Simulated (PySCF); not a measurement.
# Polarisability and C₆ of Fe²⁺ (iron, charge +2)

[Ar] 3d6, high-spin 5D determinant. Computed with PySCF 2.14 in aug-cc-pVQZ-DK (9s8p6d4f3g2h, 140 functions), with the spin-free X2C one-electron Hamiltonian (Gaussian nucleus). Coupled (time-dependent) response in atomic units; α is the mean over directions.

```csv
method,mean α (bohr³),"α xx, yy, zz",C₆ (like pair),S(−4)
MN15,3.773,"4.013, 4.013, 3.294",10.87,8.169
```

S(−4) is the Cauchy moment in α(ω) = α(0) + S(−4) ω² + …

α(iu) at MN15:

| u (hartree) | α(iu) (bohr³) |
| --- | --- |
| 0 | 3.773 |
| 0.0500 | 3.753 |
| 0.100 | 3.695 |
| 0.200 | 3.491 |
| 0.300 | 3.229 |
| 0.500 | 2.710 |
| 0.750 | 2.204 |
| 1.00 | 1.836 |
| 1.50 | 1.340 |
| 2.00 | 1.021 |
| 3.00 | 0.6467 |
| 5.00 | 0.3254 |

A single London oscillator, α(iu) = α/(1 + u²/ω²), gives C₆ = (3/4) ω α². Matching the computed C₆ needs ω = 4 × 10.87 / (3 × 3.773²) = 1.02 hartree.

For an ion, C₆ is the dispersion term alone; charge-induced terms of lower order in 1/R come first.

The components differ because the open shell of this determinant is not spherical; for a pure term their mean is the scalar polarisability.
